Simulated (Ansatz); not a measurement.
Total energies of B₁₅P₁₅H₃₄, a nanocrystal cut from wurtzite BP (hydrogen-capped) from Ansatz at PBE-D4/def2-SVP, gas phase (1 Eh = 27.2114 eV = 2625.5 kJ/mol). The reference geometry is relaxed at PBE-D4/def2-SVP.

Cartesian coordinates in Å:
```
B -1.686 3.736 0.051
P 0.259 3.786 0.087
P -2.233 2.157 1.128
B -0.698 1.303 1.994
B -3.302 -0.317 3.092
P -1.346 -0.238 3.058
B 1.089 2.157 -0.566
P 3.029 2.226 -0.528
P 0.471 0.612 0.568
B 2.047 -0.243 1.385
B -0.526 -1.892 2.429
P 1.422 -1.797 2.443
B 3.877 0.602 -1.185
P 3.180 -0.892 -0.075
B 2.275 -3.458 1.853
P -2.185 3.384 -1.801
B -3.275 0.874 0.074
P -3.786 -0.657 1.224
B -1.460 1.726 -2.512
P 0.492 1.824 -2.408
P -2.039 0.251 -1.318
B -0.509 -0.687 -0.546
B -3.088 -2.328 0.491
P -1.125 -2.227 0.582
B 1.283 0.181 -3.122
P 3.216 0.342 -3.001
P 0.723 -1.305 -1.932
B 2.262 -2.244 -1.157
B -0.328 -3.883 -0.122
P 1.611 -3.697 0.025
H -2.143 4.792 0.453
H 0.720 4.085 1.402
H 0.767 4.920 -0.630
H -3.086 2.707 2.129
H -0.066 2.108 2.669
H -3.757 0.759 3.478
H -3.637 -1.281 3.768
H -0.869 0.032 4.381
H 3.490 2.526 0.787
H 3.495 3.383 -1.236
H 2.636 0.586 2.068
H -0.899 -2.827 3.122
H 1.853 -1.502 3.776
H 5.090 0.717 -1.154
H 4.354 -1.483 0.477
H 3.497 -3.328 1.866
H 1.854 -4.374 2.548
H -1.835 4.494 -2.635
H -3.604 3.413 -1.911
H -4.232 1.430 -0.452
H -5.214 -0.661 1.145
H -1.786 1.561 -3.676
H 0.936 2.930 -3.213
H -2.742 -0.654 -2.166
H -3.428 -3.251 1.222
H -3.433 -2.465 -0.681
H 0.919 0.037 -4.277
H 3.698 1.378 -3.865
H 3.862 -0.793 -3.570
H 0.027 -2.214 -2.782
H 2.993 -2.640 -2.057
H -0.694 -4.791 0.614
H -0.662 -4.025 -1.297
H 2.244 -4.862 -0.512
```

```tsv
state	geometry	energy (Eh)
charge 0 singlet	reference	-5509.37610
charge 1 doublet	reference	-5509.12802
charge -1 doublet	reference	-5509.40329
free B atom (doublet)	–	-24.58153
free P atom (quartet)	–	-340.98790
free H atom (doublet)	–	-0.49863
```

Single mean-field runs in def2-SVP are fitted with def2-universal-jkfit.

Q: Work out the vertical ionisation energy to the doublet.

A: E(charge 1 doublet) − E(charge 0 singlet) = -5509.12802 − (-5509.37610) = 0.24808 Eh = 6.75 eV. For comparison, −ε of the highest occupied level is 5.01 eV at this level, 1.74 eV less.

Q: Work out the vertical electron affinity, to the doublet.

A: E(charge 0 singlet) − E(charge -1 doublet) = -5509.37610 − (-5509.40329) = 0.02719 Eh = 0.74 eV. The basis lacks diffuse functions, which makes affinities too small.

Q: Give the fundamental gap IE − EA, the Mulliken electronegativity (IE + EA)/2 and the hardness (IE − EA)/2.

A: From the values in Eh: IE − EA = 0.24808 − 0.02719 = 0.22089 Eh = 6.01 eV; (IE + EA)/2 = 3.75 eV; (IE − EA)/2 = 3.01 eV. The HOMO–LUMO gap of the same run is 2.86 eV, 3.15 eV smaller than the fundamental gap.

Q: What is the binding energy per atom against free atoms?

A: Atoms: 15 × (-24.58153) + 15 × (-340.98790) + 34 × (-0.49863) = -5500.49487 Eh. Binding: -5500.49487 − (-5509.37610) = 8.88123 Eh = 241.67 eV, or 3.78 eV for each of 64 atoms (no zero-point energy, no counterpoise term).

At PBE-D4/def2-SVP the highest occupied level of the charge -1 doublet lies above zero (up to 0.87 eV). By energy differences its removal costs 0.74 eV (vertical, to the charge 0 singlet, at PBE-D4/def2-SVP); self-interaction error and the lack of diffuse functions both raise the level.
